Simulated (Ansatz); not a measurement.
The same path of CH₃FSSi (7 atoms, charge 0, multiplicity 1) was run twice with different band settings. The coordinate that changes most is the dihedral H6–C3–S4–H7.

Computed with RKS PBE0-D4/def2-SVP (Ansatz 0.2.0).

Relaxed end points:

```xyz
7
Properties=species:S:1:pos:R:3
F -1.060 -2.374 0.238
Si -0.827 -0.795 -0.019
C 0.615 0.037 0.342
S 0.537 1.795 0.177
H -2.071 -0.189 -0.527
H 1.523 -0.430 0.735
H 1.284 1.955 -0.946
```

```xyz
7
Properties=species:S:1:pos:R:3
F -1.185 -2.244 0.614
Si -0.837 -0.784 0.014
C 0.698 -0.050 0.094
S 0.868 1.446 -0.832
H -2.022 -0.237 -0.672
H 1.571 -0.478 0.596
H 0.908 2.345 0.186
```

Common settings: spring 5.0 eV/Å²; optimiser quadratic models (default); start path through a guess of the saddle point; force threshold 0.05 eV/Å; end points relaxed.

| run | movable images | climbing image | iteration limit |
| --- | --- | --- | --- |
| 1 | 9 | yes | 41 |
| 2 | 6 | no | 60 |

(1) What does each run give, and how far can it be trusted?

Answers

(1) Run 1: converged after 16 iterations, highest image 0.131 eV above the first end. A vibrational analysis at the climbing image gives one clearly imaginary mode, 60i cm⁻¹: a first-order saddle point.
Run 2: converged after 13 iterations, highest image 0.130 eV above the first end. No image climbed, so the highest image needn't sit at the top of the path.
